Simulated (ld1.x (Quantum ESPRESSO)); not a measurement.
# Before and after: TM semilocal potential for Yb (Z = 70)

Yb (Z = 70), norm-conserving Troullier–Martins (semilocal form), made with ld1.x (Quantum ESPRESSO) 7.5 (PBE, scalar-relativistic). Core [Xe] 4f13, reference 5d1 6s1.5 6p0.5. Waves: 6p (bound): rc 4.20 bohr; 5d (bound): rc 2.20 bohr; 6s (bound): rc 3.40 bohr. Local part: the s channel. Core correction: Bessel-smoothed model core inside 1.80 bohr.

Change: all radii but the core radius scaled by about 0.84 (s 2.86, p 3.54, d 1.86 bohr).

Cutoffs: the cutoffs (Ry, on a coarse ladder) from which the occupation-weighted sum of valence levels, in a spherical-Bessel basis at the reference potential, stays within 10 and 1 mRy of its value at 400 Ry; they do not see the model core or the augmentation charge, which bear on the density cutoff. Errors are all-electron minus pseudo energies relative to the spin-unpolarised reference configuration.

Question: What does the change do?

Answer: The potential gets neither clearly harder nor softer (18 Ry and 25 Ry → 18 Ry and 25 Ry); the errors of the 7 common tests hardly move; neither file shows a bound ghost. A semilocal file is local in each channel, so a ghost entry of none says nothing of the separable form that plane-wave codes build from it.

| quantity | base | changed |
| --- | --- | --- |
| cutoff, loose | 18 Ry | 18 Ry |
| cutoff, tight | 25 Ry | 25 Ry |
| bound ghosts | none | none |
| error for 5d1 6s2 6p0, meV [ΔE -1.64 eV] | -0.9 | -0.7 |
| error for 5d1 6s1 6p0, meV [ΔE 5.61 eV] | -4.9 | -5.4 |
| error for 5d1 6s0 6p0, meV [ΔE 18.72 eV] | -45 | -42 |
| error for 5d2 6s0 6p0, meV [ΔE 7.93 eV] | -80 | -91 |
| error for 5d1 6s0 6p1, meV [ΔE 9.76 eV] | -18 | -16 |
| error for 5d0 6s2 6p1, meV [ΔE -0.56 eV] | -86 | -95 |
| error for 5d1 6s1 6p1, meV [ΔE 1.69 eV] | -2.5 | -2.2 |
